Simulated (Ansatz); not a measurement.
Compare A (`C[SiH2]O[SiH2]N`) with its isomer B (`CO[SiH2][SiH2]N`).

Isolated molecules relaxed with PBE0-D4/def2-TZVP in Ansatz; ΔE leaves out vibrations. CCSD(T)/CBS adds triple-zeta CCSD(T) − MP2 to the extrapolated MP2 energy (def2 sets, frozen cores). Functionals use def2-TZVPP. B3LYP here is the variant with VWN-RPA as its local correlation; programs differ in this. One conformer a species, not always the lowest.

A:

```xyz
14

C    -1.761    2.055   -0.017
Si   -1.152    0.300   -0.044
O     0.485    0.297   -0.005
Si    1.778   -0.661    0.309
N     1.721   -2.233   -0.348
H    -2.853    2.081   -0.056
H    -1.376    2.611   -0.875
H    -1.439    2.564    0.894
H    -1.618   -0.390   -1.278
H    -1.682   -0.452    1.130
H     2.944    0.044   -0.272
H     1.887   -0.825    1.780
H     1.236   -2.983    0.115
H     1.830   -2.409   -1.333
```

B:

```xyz
14

C     1.488   -1.526   -0.401
O     1.029   -1.313    0.915
Si   -0.452   -0.667    1.239
Si   -0.707    1.506    0.383
N    -0.676    1.427   -1.346
H     2.519   -1.880   -0.349
H     0.887   -2.288   -0.913
H     1.460   -0.605   -0.995
H    -0.587   -0.671    2.718
H    -1.529   -1.533    0.660
H    -1.948    2.099    0.978
H     0.421    2.387    0.795
H    -0.610    2.284   -1.873
H    -1.295    0.781   -1.812
```

(1) Which is lower in electronic energy at CCSD(T)/CBS, and by how much? (Best estimate.)

(2) Give E(B) − E(A) in kcal/mol with MP2/def2-TZVPP, B3LYP, PBE0-D4, B2PLYP, r2SCAN-D4, B3LYP-D4, CCSD/def2-TZVPP. (Estimate.)

Largest T1 diagnostic: 0.011.

Answers

(1) The calculation gave: A, by 58.9 kcal/mol.

(2) Ansatz gave: MP2/def2-TZVPP 61.4, B3LYP 56.9, PBE0-D4 54.1, B2PLYP 58.8, r2SCAN-D4 57.4, B3LYP-D4 56.4, CCSD/def2-TZVPP 58.8. None reverses the order clearly.

From PBE to PBE0 (25 % exact exchange), in def2-TZVPP and without D4, E(B) − E(A) moves by +2.8 kcal/mol.
